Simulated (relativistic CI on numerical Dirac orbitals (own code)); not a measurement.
## One change at a time: Hg XVII

Base calculation: Dirac-Coulomb-Breit CI, orbitals from a KLI potential per configuration, QED by a radiative potential, unscaled Slater integrals.

Configuration list (outside the closed core [Kr] 4d10): 4f¹⁴5s²5p², 4f¹⁴5s5p³, 4f¹⁴5s²5p5d, 4f¹³5s²5p³, 4f¹⁴5s5p²5d, 4f¹⁴5s²5p5f, 4f¹⁴5s²5p5g, 4f¹⁴5s5p²5f, 4f¹⁴5s²5p6s, 4f¹³5s²5p²5d, 4f¹⁴5p³5d, 4f¹⁴5s5p5d², 4f¹⁴5s²5p6p, 4f¹⁴5s5p²5g, 4f¹⁴5s²5d5f, 4f¹⁴5p³6s, 4f¹⁴5s5p²6s, 4f¹⁴5s²5p6d, 4f¹³5s²5p²6s, 4f¹⁴5s5p5d6s, 4f¹⁴5p⁴, 4f¹³5p⁵, 4f¹⁴5s²5d², 4f¹⁴5s5d³, 4f¹⁴5p²5d², 4f¹⁴5p5d³, 4f¹³5p³5d², 4f¹⁴5p5d²5f, 4f¹⁴5p5d²5g, 4f¹⁴5s²5f², 4f¹⁴5s5d5f², 4f¹⁴5s²5d6s, 4f¹⁴5s5d²6s, 4f¹⁴5s²5g², 4f¹⁴5s5d5g², 4f¹⁴5p²5f², 4f¹⁴5p5d5f², 4f¹³5p³5f², 4f¹⁴5p5f³, 4f¹⁴5p5f²5g, 4f¹⁴5p³5f, 4f¹³5p⁴5f, 4f¹⁴5s²6s², 4f¹⁴5s5d6s². Double excitations out of closed p, d and f shells are left out; levels of such configurations are missing from the list, as are those of other unlisted configurations, and high levels can miss mixing partners. Some configurations lack a partner that the ground configuration has and come out too high, among them 4f¹³5s²5p²5d, 4f¹³5s²5p²6s, 4f¹⁴5s5p²5f, 4f¹⁴5s5p²5g, 4f¹⁴5s²5p6s.

The lowest level and the first level of each name with at least 55 % of one term (blank where a level has no safe partner in the second run):

```tsv
Level	Base (cm⁻¹)	Shift (cm⁻¹)
4f¹⁴5s²5p² ³P0	0	0
4f¹⁴5s²5p² ³P1	174940	-100
4f¹⁴5s²5p² ¹D2	191022	-80
4f¹⁴5s²5p² ³P2	378643	-194
4f¹⁴5s²5p² ¹S0	415285	-241
4f¹³5s²5p³ ³D1	592731	+18029
4f¹⁴5s5p³ ³D°3	696001	+23
4f¹⁴5s²5p5d ³F°2	700455	-96
4f¹⁴5s5p³ ³P°0	730438	+47
4f¹³5s²5p³ ³H6	771598	+19172
4f¹³5s²5p³ ¹P1	773172	+19197
4f¹³5s²5p³ ⁵F1	777994	+20285
4f¹⁴5s²5p5d ³F°3	781521	-33
4f¹³5s²5p³ ³P1	810851	+20162
```

At this charge transitions that keep the count of f electrons are usually good to a few per cent. Levels that differ in their count of f electrons can be misplaced by several ten thousand cm⁻¹, since the correlation energy of f electrons is missing or only estimated; rates across such gaps can be off by orders of magnitude.

(1) One thing was changed in a second run, which moved the levels as shown. Which?
A. configuration mixing switched off
B. only the first 3 configurations
C. valence Slater integrals scaled by 0.9
D. one mean potential for all configurations
E. Breit term removed
F. QED terms removed

## Answers

(1) D. One mean potential for all configurations. One potential for all configurations removes the relaxation of the orbitals, which moves whole configurations and changes the integrals a little.

LS names give the leading component of a level, which can be under half, so a name can repeat, a term be missing and a line seem to break the LS rules.
